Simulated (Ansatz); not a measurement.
HAlClFO, singlet, geometry from GFN2-xTB (such geometries of metal compounds can be far from the true shape), atoms displaced at random by about 0.03 Å a coordinate; R2SCAN/cc-pVDZ, gradient run with Ansatz (a quantum-chemistry and plane-wave program).

Ansatz was given this input:
Ansatz 0.2 input:
```yaml
crystal:
  periodic: [false, false, false]
  atoms:
    - {symbol: Al, position_ang: [0.11293881, 0.13648096, -0.30068314]}
    - {symbol: F, position_ang: [1.80141272, 0.28110274, -0.43634961]}
    - {symbol: Cl, position_ang: [-0.63774440, -0.53932562, 1.36109575]}
    - {symbol: O, position_ang: [-0.76156369, 0.61326541, -1.57023912]}
    - {symbol: H, position_ang: [-0.90640260, 0.92773315, -2.46183040]}
basis:
  gaussian:
    orbitals: cc-pVDZ
hamiltonian:
  xc: r2scan
output: {forces: true}
```

Output, abridged:

```
Functional definition: r2SCAN
846 factors; their error is unknown
mean field evaluation 1: about -23893.9943 eV, gradient 6.5e1 eV
mean field evaluation 2: about -23870.3180 eV, gradient 1.3e2 eV
mean field evaluation 4: about -23901.0762 eV, gradient 7.7e0 eV
mean field evaluation 8: about -23901.1774 eV, gradient 1.3e-1 eV
mean field evaluation 16: about -23901.1208 eV, gradient 5.0e-5 eV
mean field -23901.12080019 eV, -878.3499886454 hartree, gradient 5.0e-5 eV, S^2 0.000000; 0 other end points of the search recorded, 0 dependent functions left out
the calculation of the forces begins
reference -23901.12081259 eV, -878.3499891010 hartree; 24, 24 occupied and 45, 45 virtual orbitals, 846 factors
Total energy: -23901.12081259 eV, -878.3499891010 hartree
Atom 0 at     0.112939     0.136481    -0.300683 Å, force     3.286412     0.802720    -1.610907 eV/Å
Atom 1 at     1.801413     0.281103    -0.436350 Å, force    -0.270147    -0.105266     0.166024 eV/Å
Atom 2 at    -0.637744    -0.539326     1.361096 Å, force    -1.470535    -1.298120     3.145305 eV/Å
Atom 3 at    -0.761564     0.613265    -1.570239 Å, force    -1.743506     0.659258    -1.888353 eV/Å
Atom 4 at    -0.906403     0.927733    -2.461830 Å, force     0.197775    -0.058592     0.187930 eV/Å
Dipole moment:    -0.307094     0.080434    -0.308517 e Å
```
